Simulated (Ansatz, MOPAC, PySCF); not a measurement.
Dimer: HF (SMILES F) (first 2 atoms) with HBr (SMILES Br); geometry from B3LYP-D3(BJ)/def2-TZVP, rigid monomers moved along the line of their centres of mass till F1···H4 is 1.87 Å.
(charge 0, multiplicity 1):
```xyz
4

F     -0.36219     0.13537     0.36942
H     -0.22032    -0.77429     0.26520
Br    -0.06069     0.87217     3.53937
H     -0.23257     0.76071     2.12416
```

Counterpoise-corrected where a basis set is named; no monomer relaxation. Rows marked so take none.

Rows in 3-21G, STO-3G carry no dispersion term and start afresh at each structure; the Pople sets are all-electron and without relativity. The state that AM1 reach isn't checked.

Codes used: Ansatz (a program for electronic structure) with Gaussian orbitals; MOPAC for AM1 (differences of heats of formation); PySCF for 3-21G rows, STO-3G rows, the dispersion terms. 

One of these levels gives -0.9 kJ/mol for the interaction energy. Which?
(A) HF/3-21G (no counterpoise)
(B) HF/STO-3G (no counterpoise)
(C) PBE0-D3(BJ)/def2-TZVPPD
(D) AM1

D, AM1. The others give -15.6 (HF/STO-3G (no counterpoise)), -22.9 (HF/3-21G (no counterpoise)), -8.8 (PBE0-D3(BJ)/def2-TZVPPD)
